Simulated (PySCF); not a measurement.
Dipole moment and polarisability of CF3SO3H

CF3SO3H.
Atom-mapped SMILES: `[O:1]=[S:2](=[O:3])([OH:4])[C:5]([F:6])([F:7])[F:8]` (hydrogens: H9 on O4)

Geometry (PBE0-D3(BJ)/def2-SVP, Å), atoms numbered from 1 in this order:
```
atom  x, y, z in Å
O1    -0.7553   -0.0459    1.7158
S2    -0.7560   -0.2836    0.2909
O3    -1.4001   -1.3971   -0.3463
O4    -1.2483    1.0504   -0.4630
C5     1.0171   -0.2831   -0.2531
F6     1.5702    0.8701    0.0890
F7     1.6410   -1.2712    0.3530
F8     1.0934   -0.4388   -1.5568
H9    -1.1492    1.8022    0.1436
```

Level: CAM-B3LYP/def2-SVPD (PySCF), static field, nuclei fixed, core orbitals frozen in the response. The polarisability tensor in these axes (au):

```
x   47.63  0.02 -0.63
y    0.02 47.00  1.31
z   -0.63  1.31 46.24
```

Diagonalise the tensor; give its mean and Δα, where Δα² is half the sum of the squared differences of the eigenvalues.

Principal values 45.15, 47.48 and 48.24 au; mean 46.96 au = 6.96 Å³ = 7.74 × 10⁻⁴⁰ C²·m²/J; Δα = 2.79 au (6 % of the mean).

What is the dipole moment, and where does it point?

(0.85, 2.63, -0.29) D, 2.78 D in size, pointing from the negative to the positive side. Measured along this direction, the outermost atoms are O3 at the negative end and H9 and F6 at the positive end.

Rayleigh depolarisation ratio (linearly polarised light, static tensor)?

ρ = 3Δα²/(45ᾱ² + 4Δα²) = 23.4/(99215 + 31.2) = 0.000236.

Traceless (Buckingham) quadrupole moment about the centre of nuclear charge: eigenvalues?

-6.20, -4.08, 10.28 D·Å. The values depend on the origin, since the dipole doesn't vanish. The electronic extent ⟨r²⟩ about the same centre is 854 bohr², a root-mean-square distance of 1.80 Å for the 74 electrons.

Find the Langevin capture rate constant for H3+ (3.023 u) meeting this molecule (149.960 u), k = 2.342 × 10⁻⁹ cm³/s × √(α in Å³ / reduced mass in u).

The reduced mass is 2.96 u, so k = 3.59 × 10⁻⁹ cm³/s. The formula leaves out the permanent dipole, which adds to the capture rate.

What would n − 1 = 2πNα be for an ideal gas of these molecules at 500 K and 1 atm, electronic part alone?

N = p/kT = 1.4678 × 10¹⁹ cm⁻³, so n − 1 = 2π × N × 6.96 × 10⁻²⁴ cm³ = 642 × 10⁻⁶ at long wavelengths, for an ideal gas.

Sum over states: ᾱ = Σ f/ω², ω in Eh. What share falls to these 10 lowest TDDFT singlets (eV, f)? 8.46, 0.0073; 8.76, 0.0390; 8.79, 0.0084; 8.96, 0.0313; 9.09, 0.0088; 9.34, 0.0314; 9.38, 0.0091; 9.58, 0.0058; 9.71, 0.0104; 9.90, 0.0231.

They add up to 1.54 au, 3.3 % of the 46.96 au; the largest single term is 0.38 au, from the state at 8.76 eV. Terms in order: 0.08, 0.38, 0.08, 0.29, 0.08, 0.27, 0.08, 0.05, 0.08, 0.17 au. Higher excitations give the rest. The strengths listed sum to 0.174.

Isolated species at its PBE0-D3(BJ)/def2-SVP geometry (one conformer only).
